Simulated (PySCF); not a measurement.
CH14B3P3

The system: CH14B3P3, a molecule; neutral, singlet. The structure, one conformer, was relaxed in the gas phase by PBE0-D3(BJ)/def2-SVP. No frequency run checks that it is a minimum.

SMILES: C[BH-]1[PH2+][BH2-][PH2+][BH2-][PH2+]1

Coordinates in Å:
```
P1      0.721    1.362   -0.312
B2     -1.125    1.795   -0.735
P3     -2.257    0.612    0.309
B4     -1.886   -1.293    0.231
P5      0.007   -1.534    0.601
B6      1.312   -0.501   -0.430
C7      2.834   -0.727    0.042
H8      1.566    2.143   -1.138
H9      1.080    1.905    0.952
H10    -1.284    1.461   -1.896
H11    -1.369    2.963   -0.503
H12    -2.316    1.049    1.659
H13    -3.605    0.827   -0.064
H14    -2.572   -1.911    1.020
H15    -2.037   -1.609   -0.935
H16     0.320   -2.908    0.457
H17     0.262   -1.389    1.991
H18     1.054   -0.802   -1.589
H19     3.131   -1.783   -0.067
H20     3.014   -0.446    1.094
H21     3.534   -0.141   -0.576
```

Shieldings: GIAO PBE0/pcSseg-1. Shifts are against computed references at the same level: C TMS (σ 184.4 ppm), H TMS (σ 31.27 ppm). Core levels by delta-SCF with SCAN, pcX-2 on the ionised atom and pcseg-1 elsewhere, spin-free X2C (2p3/2 is the spin-free 2p value less a third of a first-order spin-orbit splitting); from the vacuum level, for chosen atoms.

Problem. Give the NMR and core-level values of the distinct atoms.

Solution. 
```csv
atoms,bonded to,σ (ppm),δ (ppm),core level (eV)
P1 P5,2 B + 2 H,436.9,-,2p3/2 136.84
B2 B4,2 P + 2 H,146.7,-,1s 194.03
P3,2 B + 2 H,449.5,-,2p3/2 136.93
B6,1 C + 2 P + 1 H,137.7,-,1s 194.10
C7,1 B + 3 H,180.7,3.7,1s 289.60
H8 H16,1 P,27.35,3.91,-
H9 H17,1 P,27.95,3.32,-
H10 H15,1 B,29.61,1.66,-
H11 H14,1 B,29.61,1.65,-
H12,1 P,27.72,3.54,-
H13,1 P,27.27,4.00,-
H18,1 B,29.30,1.97,-
H19 H20 H21,1 C,31.16,0.10,-
```

Values are those of this one static structure, with the three H of a rotating XH3 group averaged; atoms that internal rotation interchanges would show their mean in an NMR spectrum.

Problem. By CAM-B3LYP/def2-SVPD (TDDFT singlets, Tamm-Dancoff triplets, ionisation by delta-SCF), where does absorption start, and what does vertical ionisation take?

Solution. The lowest singlet lies at 6.52 eV (f 0.001), the strongest of the first 6 at 7.35 eV (f 0.020), the lowest triplet at 6.21 eV; vertical ionisation takes 9.81 eV.
